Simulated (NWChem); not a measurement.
Molecule: silanone (SiH2O); SMILES O=[SiH2]

Computed with NWChem. Structure relaxed at the PBE-D3(BJ)/def2-SVP level. Hybrids' shares of exact exchange are those that their runs print; pure functionals count as 0. The functionals differ in more than this share.

```csv
row,share of exact exchange,orbital gap (eV)
PBE/def2-SVP,0.00,3.58
BP86/def2-SVP,0.00,3.61
TPSSh/def2-SVP,0.10,4.81
B3LYP/def2-SVP,0.20,withheld
PW6B95/def2-SVP,0.28,6.20
```

Task: Fit a straight line of the last column on the one before it, predict the withheld value, and compare with the run.

Result: 
1. Means of the 4 shown rows: x = 0.095, y = 4.550. Slope Σ(x − x̄)(y − ȳ)/Σ(x − x̄)² = 0.4880/0.05230 = 9.331; intercept 3.664.
2. The shown rows scatter about the line by 0.124 (root mean square); the largest residual is +0.21, at TPSSh/def2-SVP.
3. At x = 0.20 (B3LYP/def2-SVP; inside the shown range) the line gives 5.53.
4. The run gives 5.54, +0.01 from the line, 0.1 times the scatter.
